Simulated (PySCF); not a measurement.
GaO, SMILES [O]=[Ga], multiplicity 2. Coordinates come from a PBE-D3(BJ)/def2-TZVPD optimisation.

All values below come from PBE-D3(BJ)/def2-TZVPD (PySCF 2.14.0).

Harmonic wavenumbers (cm⁻¹): 755. Rotational constants (GHz): 13.26 (linear); symmetry number 1.

Problem. Work out the zero-point energy and the ideal-gas rigid-rotor harmonic-oscillator thermochemistry at 298.15 K and 1 atm.

Solution. ZPE = ½ Σ hcν = ½ × 755 cm⁻¹ = 1.08 kcal/mol. H − E(el) = 3.21 kcal/mol. Entropy in cal/(mol K): translation 39.26, rotation 14.21, vibration 0.25, spin 1.38, total 55.09. G − E(el) = -13.21 kcal/mol. Cp = 7.68 cal/(mol K).
